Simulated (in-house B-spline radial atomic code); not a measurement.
The numbers below are computed, except where a source is named.
Weak and strong correlation along the adiabatic connection

Two-electron singlets in several external potentials (atomic units), by full CI in B-splines with partial waves to l = 8 (correlation energies up to 0.6 % small). The repulsion is scaled by λ at fixed density; W(λ) is the mean repulsion less the Hartree energy, W(0) = E_x, and the area under W from 0 to 1 is E_xc.

Relative drop (W(λ) − E_x)/E_x:

| system | λ = 0.12 | λ = 0.25 | λ = 0.4 | λ = 0.6 | λ = 0.8 | λ = 1 |
| --- | --- | --- | --- | --- | --- | --- |
| ω²r²/2 − Z/r, ω = 0.0313, Z = 0.7 | 0.0528 | 0.0977 | 0.1374 | 0.1765 | 0.2053 | 0.2274 |
| −V exp(−r²/w²), V = 2.38, w = 2.58 | 0.0190 | 0.0378 | 0.0572 | 0.0800 | 0.0998 | 0.1171 |
| ω²r²/2 − Z/r, ω = 0.624, Z = -1 | 0.0271 | 0.0529 | 0.0787 | 0.1079 | 0.1321 | 0.1524 |
| −V exp(−r²/w²), V = 2.11, w = 7.48 | 0.0318 | 0.0610 | 0.0893 | 0.1201 | 0.1449 | 0.1652 |
| ω²r²/2 − Z/r, ω = 2.3, Z = 0.5 | 0.0092 | 0.0186 | 0.0290 | 0.0420 | 0.0541 | 0.0654 |
| −Z/r, Z = 19 | 0.0010 | 0.0020 | 0.0032 | 0.0047 | 0.0063 | 0.0078 |
| −Z exp(−kr)/r, Z = 5.02, k = 0.669 | 0.0039 | 0.0081 | 0.0127 | 0.0188 | 0.0247 | 0.0304 |

Problem. Order the systems by how far second-order (GL2) theory, half the initial slope (estimated from the first points of each curve), overshoots the correlation energy, least first.
A. −V exp(−r²/w²), V = 2.11, w = 7.48
B. ω²r²/2 − Z/r, ω = 0.624, Z = -1
C. −Z exp(−kr)/r, Z = 5.02, k = 0.669
D. ω²r²/2 − Z/r, ω = 2.3, Z = 0.5
E. −Z/r, Z = 19
F. −V exp(−r²/w²), V = 2.38, w = 2.58
G. ω²r²/2 − Z/r, ω = 0.0313, Z = 0.7

Solution. E (GL2/E_c = 1.01), C (GL2/E_c = 1.05), D (GL2/E_c = 1.13), F (GL2/E_c = 1.27), B (GL2/E_c = 1.36), A (GL2/E_c = 1.46), G (GL2/E_c = 1.71).

Problem. What else changes along this order?

Solution. The ratio follows the bend of the curve. With it the leading natural occupation goes from 2.000 to 1.823 and −T_c/E_c from 0.99 to 0.58 between the first and the last.
